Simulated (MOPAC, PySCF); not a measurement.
[Ti(H)4], neutral singlet in the gas phase. 

Cartesian coordinates (Å):
```xyz
5

Ti     0.0000     0.0000     0.0000
H     -0.4369    -1.4472     0.7817
H      1.6940     0.1630     0.0134
H     -0.5539    -0.0347    -1.6088
H     -0.7032     1.3189     0.8137
```
Charge 0, multiplicity 1.

All levels are single points at this geometry (PBE-D3(BJ)/def2-SVP); Pople sets use spherical d functions. Orbital energies aren't observables, and empty levels follow the basis.

```csv
level,HOMO (eV),LUMO (eV),gap (eV),dipole (D),"vertical IE, Delta-SCF (eV)"
B3LYP-D3(BJ)/def2-TZVP in PySCF,-8.63,-3.24,5.39,0.00,–
PBE-D3(BJ)/def2-TZVP in PySCF,-7.43,-4.32,3.11,0.00,–
TPSSh-D3(BJ)/def2-TZVP in PySCF,-8.23,-3.60,4.63,0.00,–
B3LYP/3-21G in PySCF,-8.73,-2.84,5.89,0.00,–
B3LYP/6-31G* (LANL2DZ on Ti) in PySCF,-8.96,-3.62,5.33,0.00,11.46
BP86/6-31G* (LANL2DZ on Ti) in PySCF,-7.90,-4.74,3.16,0.00,–
M06-2X/6-31G* (LANL2DZ on Ti) in PySCF,-10.36,-2.31,8.05,0.00,–
PBE/6-31G* (LANL2DZ on Ti) in PySCF,-7.76,-4.64,3.12,0.00,11.16
SVWN5/6-31G* (LANL2DZ on Ti) in PySCF,-7.76,-4.93,2.83,0.00,–
HF/3-21G in PySCF,-12.44,0.44,12.88,0.00,–
HF/6-31G* (LANL2DZ on Ti) in PySCF,-12.60,0.00,12.61,0.00,–
PM6 in MOPAC,-8.48,-3.06,5.42,0.00,–
PM7 in MOPAC,-11.12,-2.73,8.39,0.00,–
```
